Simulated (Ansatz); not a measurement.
NiF, multiplicity 2 (the spin of the measured ground state), most abundant isotopes (57.9353 and 18.9984 u). Constants from fifth-degree fits in 1/R to seven points on the lowest solution found; no spin–orbit coupling, no relativity up to Kr; ω_e x_e and α_e move by some per cent with the fit.

Correlated levels freeze the inner cores; with def2 sets outer-core shells near the valence are correlated too.

Run with Ansatz (a program for electronic structure) with Gaussian orbitals. Each number belongs to the level named beside it.

| level | r_e (Å) | ω_e (cm⁻¹) | ω_e x_e (cm⁻¹) | α_e (cm⁻¹) |
|---|---|---|---|---|
| PBE/def2-TZVPP | 1.7378 | 632.1 | 3.72 | 0.00339 |
| CCSD(T)/def2-TZVPP | 1.7754 | 610.5 | 3.09 | 0.00291 |

D_e from total energies of the atoms and the molecule: 4.66 eV at PBE/def2-TZVPP; 4.27 eV at CCSD(T)/def2-TZVPP.

**Question.** Derive the rotational constants, the centrifugal constant, the fundamental, the zero-point energy and the force constant, and test the Morse rule for the well depth.

**Answer.** 
μ = 14.30684 u.
- PBE/def2-TZVPP: B_e = 16.8576/(μ r_e²) = 0.39018 cm⁻¹; B₀ = B_e − α_e/2 = 0.38848 cm⁻¹; D = 4B_e³/ω_e² = 5.95e-07 cm⁻¹; fundamental ω_e − 2ω_e x_e = 625 cm⁻¹; zero-point energy ω_e/2 − ω_e x_e/4 = 315 cm⁻¹; k = μ(2πcω_e)² = 337 N/m; a Morse well would hold ω_e²/(4ω_e x_e) = 3.33 eV against the computed D_e of 4.66 eV
- CCSD(T)/def2-TZVPP: B_e = 16.8576/(μ r_e²) = 0.37380 cm⁻¹; B₀ = B_e − α_e/2 = 0.37234 cm⁻¹; D = 4B_e³/ω_e² = 5.60e-07 cm⁻¹; fundamental ω_e − 2ω_e x_e = 604 cm⁻¹; zero-point energy ω_e/2 − ω_e x_e/4 = 305 cm⁻¹; k = μ(2πcω_e)² = 314 N/m; a Morse well would hold ω_e²/(4ω_e x_e) = 3.75 eV against the computed D_e of 4.27 eV
